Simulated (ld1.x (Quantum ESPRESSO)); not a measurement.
# Which change was made? (C, TM)

```
Element                 : carbon (C)
Generator               : ld1.x (Quantum ESPRESSO) 7.5
Type                    : norm-conserving Troullier–Martins (Kleinman–Bylander form)
Functional              : PBE
Relativity              : scalar-relativistic
Frozen core             : [He]
Valence charge          : 4
Reference configuration : 2s2 2p1 (charge +1)
Partial waves           : 2s (bound): rc 0.85 bohr; 2p (bound): rc 1.30 bohr; 3d channel at 0.25 Ry: rc 1.10 bohr
Local potential         : the d channel
Core correction         : a·sin(br)/r model core, default radius (core density twice the valence density)
```

Cutoffs, loose and tight: the cutoffs (Ry, on a coarse ladder) from which the occupation-weighted sum of valence levels, in a spherical-Bessel basis at the reference potential, stays within 10 and 1 mRy of its value at 400 Ry. They do not see the model core or the augmentation charge, which bear on the density cutoff. Test errors are all-electron minus pseudo excitation energies from the reference, over the configurations 2s2 2p2; 2s2 2p0; 2s1 2p0; 2s2 2p1.5; 2s0 2p4; 2s1 2p3; 2s1 2p2; variants that change the core or the reference have their own tests. The largest error is taken over the tests solved by every variant that gives reliable tests at all, those not shown here included: 2s0 2p4; 2s1 2p0; 2s1 2p2; 2s1 2p3; 2s2 2p0; 2s2 2p1.5.

The base gives: outcome: generated; cutoff, loose: 80 Ry; cutoff, tight: 200 Ry; bound ghosts: none; largest test error (meV): +130.

After one change the result is: outcome: generated; cutoff, loose: 50 Ry; cutoff, tight: 60 Ry; bound ghosts: s; largest test error (meV): -12. Which change was it?
A. wave 2s (bound): rc 0.85 bohr becomes 2s (bound): rc 1.16 bohr
B. type PAW; waves now 2s (bound): rcut 0.75, rcutus 0.85 bohr; 2s channel at -1.3 Ry: rcut 0.75, rcutus 0.85 bohr; 2p (bound): rcut 1.15, rcutus 1.30 bohr; 2p channel at -0.55 Ry: rcut 1.15, rcutus 1.30 bohr; 3d channel at 0.25 Ry: rc 1.10 bohr; augmentation PSQ, radius 0.55 bohr
C. wave 2p (bound): rc 1.30 bohr becomes 2p (bound): rc 1.94 bohr

B. The others give: wave 2s (bound): rc 0.85 bohr becomes 2s (bound): rc 1.16 bohr → outcome: generated; cutoff, loose: 50 Ry; cutoff, tight: 90 Ry; bound ghosts: none; largest test error (meV): +133 | wave 2p (bound): rc 1.30 bohr becomes 2p (bound): rc 1.94 bohr → outcome: generated; cutoff, loose: 80 Ry; cutoff, tight: 200 Ry; bound ghosts: none; largest test error (meV): +322.
